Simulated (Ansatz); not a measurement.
The cluster Be₂O₃. Charge 0, multiplicity 1. Geometry PBE-D4/def2-TZVP, basis def2-TZVP, Ansatz.

```xyz
5

Be    0.576    0.878    0.040
Be   -1.013   -0.274    0.067
O    -0.844    1.167    0.208
O     1.260   -0.436   -0.168
O     0.020   -1.336   -0.147
```

| run | HOMO (eV) | LUMO (eV) |
| --- | --- | --- |
| A | -8.95 | -1.29 |
| B | -7.29 | -1.87 |
| C | -8.85 | -1.15 |
| D | -9.82 | -0.11 |
| E | -5.94 | -2.49 |
| F | -6.56 | -2.11 |

The structure holds 1 bond(s) between oxygen atoms. The structure comes from a short search, and lower isomers may exist.

Problem. The runs used BHLYP, CAM-B3LYP, PBE0, r2SCAN, r2SCANh, ωB97X-V. Estimate which is which.

Solution. A BHLYP (50 % exact exchange); B PBE0 (25 % exact exchange); C CAM-B3LYP (range-separated); D ωB97X-V (range-separated); E r2SCAN (0 % exact exchange); F r2SCANh (10 % exact exchange). Exact exchange lowers occupied and raises empty levels; among semilocal functionals meta-GGAs tend to open the gap a little, and such runs are hard to tell apart. The gap grows from 3.44 eV (r2SCAN) to 9.71 eV (ωB97X-V).
